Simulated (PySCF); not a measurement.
# One molecule, several mistakes: BH4N2Si cation

These are calculations, not measurements. The program is PySCF 2.14.0, an open-source quantum chemistry code, run on an isolated molecule that a program drew, which may never have been made. The molecule is BH4N2Si cation (charge +1, singlet), drawn as the SMILES string `[BH+]N=[SiH]N`.

Each row is a Hartree-Fock (HF) and frozen-core CCSD(T) single point in the cc-pV(D+d)Z basis, meant for a local HF minimum. Run 1 is clean. Each other run has one planted mistake out of seven kinds, and not every kind appears here: one electron removed, one electron added, multiplicity raised by two, geometry at a saddle point, minimal basis STO-3G, one bond length entered in bohr, all coordinates scaled. The reference is restricted for singlets and unrestricted otherwise, and also for a bond in bohr. Adding or removing an electron swaps singlet and doublet. Electrons count all cores. HOMO and LUMO are orbital energies over both spins, the gradient is its largest component, and the lowest frequency (negative if imaginary) is given only where the gradient is small. Bond lengths are over the 7 bonds as drawn. T1 is the CCSD diagnostic: over 0.02 (restricted) or 0.045 (unrestricted) a single reference is doubtful.

Geometry of the clean run:
```xyz
8
BH4N2Si cation, angstrom
B    -3.2731    1.7363   -0.4684
N    -2.5137    1.7632    0.5434
Si   -1.5418    1.9417    1.8234
N    -0.9873    0.6616    2.6726
H    -3.9748    1.7032   -1.4028
H    -1.1137    3.2515    2.2811
H    -1.2073   -0.2970    2.4625
H    -0.3826    0.7573    3.4706
```

| run | electrons | basis functions | <S^2> | HOMO (eV) | LUMO (eV) | gradient (hartree/bohr) | lowest frequency (cm^-1) | mean bond (Å) | longest bond (Å) | T1 | HF (hartree) | CCSD(T) (hartree) | mistake |
|---|---|---|---|---|---|---|---|---|---|---|---|---|---|
| 1 | 36 | 85 | 0.000 | -17.21 | -3.25 | 3.2e-05 | 130 | 1.3069 | 1.633 | 0.0166 | -424.69293 | -425.21544 | no fault |
| 2 | 35 | 85 | 0.766 | -22.99 | -13.52 | 1.1e-01 | - | 1.3069 | 1.633 | 0.0443 | -424.13610 | -424.61612 | one electron removed |
| 3 | 36 | 85 | 0.000 | -16.96 | -3.37 | 2.4e-02 | - | 1.3382 | 1.672 | 0.0180 | -424.68722 | -425.21638 | all coordinates scaled |
| 4 | 36 | 85 | 2.040 | -10.98 | -6.82 | 1.5e-01 | - | 1.3069 | 1.633 | 0.0361 | -424.51141 | -425.01160 | multiplicity raised by two |
| 5 | 37 | 85 | 0.816 | -4.64 | 3.60 | 4.9e-02 | - | 1.3069 | 1.633 | 0.0203 | -424.83654 | -425.38123 | ? |
| 6 | 36 | 85 | 0.668 | -16.69 | -4.07 | 3.0e-02 | - | 1.4347 | 1.901 | 0.0675 | -424.53593 | -425.06421 | ? |

**Which mistake was planted in run 5, and what did it cost?**

It counts 37 electrons, one more than the clean run, at the same geometry and basis. So the mistake is: one electron added. Subtracting run 1 and multiplying by 627.51 kcal/mol a hartree, the energy moved by -90.1 kcal/mol in HF and -104.0 kcal/mol in CCSD(T).

**Which mistake was planted in run 6, and what did it cost?**

The mean bond changes by a factor of 1.098 and the longest by 1.164, so the molecule wasn't scaled as a whole. A length L in bohr read as angstrom grows by (1/0.5292 - 1) L = 0.890 L. The 7 bonds together grew by 7 x 0.1278 = 0.895 Å, which gives L = 1.005 Å. That is the length of one of the H-N bonds, 1.006 Å in the clean geometry. So the mistake is: one bond length entered in bohr. Subtracting run 1 and multiplying by 627.51 kcal/mol a hartree, the energy moved by 98.5 kcal/mol in HF and 94.9 kcal/mol in CCSD(T).

Cautions from the logs. Run 6: T1 is over the limit, so its CCSD(T) energy is less reliable.
